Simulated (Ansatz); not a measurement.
(F2Al-mu-F)3 (Al₃F₉). Total charge 0; triplet. Geometry PBE0-D4/def2-SVP, that of the neutral singlet; atoms count from 1.

| atom | x (Å) | y (Å) | z (Å) |
| --- | --- | --- | --- |
| Al1 | 0.974 | 0.043 | 1.727 |
| F2 | 2.098 | 1.225 | 1.935 |
| F3 | 0.587 | -1.112 | 2.831 |
| F4 | 1.284 | -0.761 | 0.156 |
| Al5 | 0.716 | -1.058 | -1.517 |
| F6 | 1.740 | -0.299 | -2.555 |
| F7 | 0.232 | -2.626 | -1.628 |
| F8 | -0.737 | -0.033 | -1.306 |
| Al9 | -1.690 | 1.016 | -0.210 |
| F10 | -3.089 | 0.238 | 0.166 |
| F11 | -1.573 | 2.566 | -0.746 |
| F12 | -0.542 | 0.800 | 1.147 |

At PBE0-D4/def2-TZVP a singlet of charge 0 lies 9.25 eV below the triplet at the same geometry.

Problem. Estimate the Mulliken populations from the PBE0/def2-TZVP orbitals of Ansatz.

Solution. 
| atom | charge (e) | spin (α − β) |
| --- | --- | --- |
| Al1 | 0.56 | 0.38 |
| F2 | -0.21 | 0.16 |
| F3 | -0.21 | 0.16 |
| F4 | -0.14 | -0.02 |
| Al5 | 0.56 | 0.38 |
| F6 | -0.21 | 0.16 |
| F7 | -0.21 | 0.16 |
| F8 | -0.14 | -0.02 |
| Al9 | 0.56 | 0.38 |
| F10 | -0.21 | 0.16 |
| F11 | -0.21 | 0.16 |
| F12 | -0.14 | -0.02 |
Mulliken values depend strongly on the basis.

Problem. Where does the spin sit?

Solution. Summed by element: Al 1.13, F 0.87, of 2 unpaired in all. Largest on single atoms: Al1 0.38, Al5 0.38, Al9 0.38.

Problem. And the Mayer bond orders between heavy atoms (over 0.3)?

Solution. Al1–F2 1.00 (1.64 Å); Al1–F3 1.00 (1.64 Å); Al1–F4 0.61 (1.79 Å); Al1–F12 0.61 (1.79 Å); F4–Al5 0.61 (1.79 Å); Al5–F6 1.00 (1.64 Å); Al5–F7 1.00 (1.64 Å); Al5–F8 0.61 (1.79 Å); F8–Al9 0.61 (1.79 Å); Al9–F10 1.00 (1.64 Å); Al9–F11 1.00 (1.64 Å); Al9–F12 0.61 (1.79 Å).
